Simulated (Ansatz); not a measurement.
Basis-set extrapolation for CH₂BF₃O (`OC(F)B(F)F`) (PBE0-D4/def2-TZVP geometry, frozen core, Ansatz). Multiplicity 1, RHF reference.

```csv
,def2-TZVPP,def2-QZVPP
HF,-437.212952,-437.232383
MP2 correlation,-1.234900,-1.344570
CCSD(T) correlation,-1.288097,not run
```

Energies in hartree. Use E(X) = E(∞) + A·exp(−7.88·√X) for Hartree–Fock and E(X) = E(∞) + B·X^(−2.97) for correlation, with X = 3 and 4, and add CCSD(T) minus MP2 of the smaller set to the MP2 limit.

Problem. What is the CCSD(T) energy at the basis-set limit?

Solution. HF limit: -437.232383 + (-0.019431) × 0.13774 = -437.23506. MP2 limit: -1.344570 + (-0.109670) × 0.74074 = -1.42581. Higher-order term: -1.288097 − (-1.234900) = -0.05320. Total: -438.71407 hartree, 5.80 eV below CCSD(T)/def2-TZVPP.
